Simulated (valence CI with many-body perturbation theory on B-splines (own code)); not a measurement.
# Forbidden lines of In XXIX

Level of theory: configuration interaction combined with many-body perturbation theory (CI+MBPT): three valence electrons over a frozen Dirac-Fock core [Ar], radial functions for each j: 9 s, 9 p, 10 d, 8 f, 5 g, 3 h, 1 i, with the one-electron correlation potential Σ1 (screened to all orders), the two-electron term Σ2, the three-electron term Σ3, Breit, model QED; selected single and double excitations, second order for the rest (own B-spline code, finite nucleus).

The last digits are not significant, and no measured levels were compared; by estimate large intervals hold to a few tenths of a per cent, small ones and those within an open d or f shell to about a per cent. Only levels of the ground parity were solved; by the run's estimate the other parity begins above the list, which can be wrong where configurations are misplaced.

Lines 1 to 50 of 69 in falling wavelength, among levels below 48.145 eV, chosen from the decays that carry over 1 % of a level's rate. Wavelengths and rates use the calculated energies. S is in atomic units (e²a₀⁴ for E2 and M2, e²a₀⁶ for E3), for M1 in squared Bohr magnetons. Weak lines are less certain than strong ones. Lines between different terms over intervals too small for the method are left out, as are lines whose strength nearly cancels. The highest levels of a list are the least certain.

Names give the largest LS component (configuration and term), which can be under half, so a name can repeat, a term be missing and a line seem to break the LS rules; names also repeat where a configuration has a term twice. Letters in brackets count levels of one name in rising energy.

```
λ vac (Å)           Upper           Lower  Type   A (s⁻¹)  S (a.u.)
     6400      3d3 4F_9/2      3d3 4F_7/2    M1  5.96e+01  5.80e+00
     6324      3d3 4P_1/2      3d3 4P_3/2    M1  1.03e+02  1.93e+00
     3194      3d3 4F_7/2      3d3 4F_5/2    M1  9.59e+02  9.27e+00
     2635  3d3 2D_5/2 [a]  3d3 2D_3/2 [a]    M1  4.85e+02  1.97e+00
     2486      3d3 2G_9/2     3d3 2H_11/2    M1  2.71e+02  1.55e+00
     2307      3d3 4P_3/2      3d3 4F_5/2    M1  4.43e+02  8.07e-01
     2142      3d3 2P_3/2  3d3 2D_5/2 [a]    M1  2.23e+02  3.26e-01
     2141     3d3 2H_11/2      3d3 2H_9/2    M1  6.72e+02  2.94e+00
     2090      3d3 4F_5/2      3d3 4F_3/2    M1  3.81e+03  7.74e+00
     1684  3d3 2D_5/2 [a]      3d3 4P_5/2    M1  3.80e+02  4.03e-01
     1615      3d3 2H_9/2      3d3 4F_9/2    M1  3.99e+03  6.23e+00
     1464      3d3 4P_5/2      3d3 4P_3/2    M1  2.93e+03  2.05e+00
     1434      3d3 2G_7/2      3d3 4F_7/2    M1  2.73e+03  2.39e+00
     1429  3d3 2D_5/2 [a]      3d3 2G_7/2    M1  1.96e+02  1.27e-01
     1353      3d3 2P_3/2      3d3 2P_1/2    M1  3.13e+03  1.15e+00
     1353  3d3 2D_3/2 [a]      3d3 4P_1/2    M1  1.90e+03  6.97e-01
     1289      3d3 2H_9/2      3d3 4F_7/2    M1  3.34e+03  2.65e+00
     1245      3d3 4P_5/2      3d3 4F_7/2    M1  3.68e+02  1.58e-01
     1182      3d3 2P_3/2  3d3 2D_3/2 [a]    M1  5.80e+03  1.42e+00
     1181      3d3 2P_1/2      3d3 4P_1/2    M1  1.05e+04  1.29e+00
     1168      3d3 2F_5/2      3d3 4P_5/2    M1  2.59e+03  9.18e-01
     1150      3d3 2G_9/2      3d3 2H_9/2    M1  7.77e+03  4.39e+00
     1114  3d3 2D_3/2 [a]      3d3 4P_3/2    M1  1.06e+04  2.17e+00
     1096      3d3 4P_3/2      3d3 4F_3/2    M1  4.84e+03  9.46e-01
     1078      3d3 2F_7/2      3d3 4P_5/2    M1  1.58e+02  5.85e-02
     1055      3d3 2G_9/2      3d3 2G_7/2    M1  8.66e+03  3.77e+00
     1039      3d3 2F_5/2      3d3 2G_7/2    M1  6.42e+02  1.60e-01
     1023  3d3 2D_3/2 [b]      3d3 2P_3/2    M1  5.87e+02  9.32e-02
    995.5      3d3 2P_1/2      3d3 4P_3/2    M1  2.50e+02  1.83e-02
    989.7      3d3 2G_7/2      3d3 4F_5/2    M1  9.29e+03  2.67e+00
    967.0      3d3 2F_7/2      3d3 2G_7/2    M1  1.56e+03  4.19e-01
    942.8      3d3 2P_3/2      3d3 4P_5/2    M1  6.52e+03  8.10e-01
    934.4      3d3 4P_1/2      3d3 4F_3/2    M1  1.36e+03  8.20e-02
    927.5  3d3 2D_5/2 [b]      3d3 2P_3/2    M1  6.96e+02  1.24e-01
    920.5     3d3 2H_11/2      3d3 4F_9/2    M1  2.84e+03  9.85e-01
    895.6      3d3 4P_5/2      3d3 4F_5/2    M1  5.21e+02  8.33e-02
    846.5  3d3 2D_3/2 [b]      3d3 2F_5/2    M1  4.05e+03  3.64e-01
    825.9  3d3 2D_5/2 [b]      3d3 2F_7/2    M1  4.46e+03  5.59e-01
    783.2  3d3 2D_5/2 [a]      3d3 4P_3/2    M1  1.24e+03  1.32e-01
    779.8  3d3 2D_5/2 [b]      3d3 2F_5/2    M1  1.04e+04  1.10e+00
    751.4  3d3 2D_3/2 [a]      3d3 4F_5/2    M1  7.80e+03  4.91e-01
    715.7  3d3 2D_5/2 [a]      3d3 4F_7/2    M1  6.33e+03  5.16e-01
    692.5  3d3 2D_3/2 [b]  3d3 2D_5/2 [a]    M1  7.43e+03  3.66e-01
    649.6      3d3 2F_5/2      3d3 4P_3/2    M1  1.82e+03  1.11e-01
    647.3  3d3 2D_5/2 [b]  3d3 2D_5/2 [a]    M1  5.69e+02  3.43e-02
    634.8      3d3 2F_7/2      3d3 4F_9/2    M1  3.23e+03  2.45e-01
    626.9      3d3 4P_5/2      3d3 4F_3/2    M1  1.91e+02  1.05e-02
    608.0      3d3 2G_9/2      3d3 4F_7/2    M1  1.21e+03  1.01e-01
    602.5      3d3 2F_5/2      3d3 4F_7/2    M1  3.22e+02  1.56e-02
    584.7  3d3 2D_5/2 [a]      3d3 4F_5/2    M1  1.32e+03  5.87e-02
```
